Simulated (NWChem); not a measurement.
Species: C2H5FOSi; SMILES F[Si@H]1CCO1

```xyz
10

F      0.0128    -1.8502    -0.5050
Si    -0.0050    -0.5448     0.4544
C      1.1718     0.8288    -0.0183
C     -0.1423     1.5682    -0.3682
O     -1.1427     0.5929    -0.0030
H     -0.1445    -1.0766     1.8317
H      1.7536     1.2906     0.7918
H      1.8336     0.6328    -0.8734
H     -0.2322     1.8171    -1.4384
H     -0.2912     2.4910     0.2155
```
Atoms are numbered in this order, from 1.

Results from NWChem. The geometry was optimised at PBE0/def2-SVP. Total energies of different functionals are on different scales.

```csv
level,energy (Ha),highest occupied level (eV),orbital gap (eV),dipole (D),relative time
PBE/def2-TZVP,-543.5511,-6.85,6.34,2.30,1
B3LYP/def2-TZVP,-544.0074,-8.15,8.28,2.43,1
PBE0/def2-TZVP,-543.5908,-8.39,8.76,2.42,1
BLYP/def2-TZVP,-543.9186,-6.76,6.35,2.32,1
TPSSh/def2-TZVP,-544.0045,-7.59,7.64,2.36,1
CAM-B3LYP/def2-TZVP,-543.9024,-9.83,11.16,2.49,8
```

Relative times are rough (shared machine, one core).
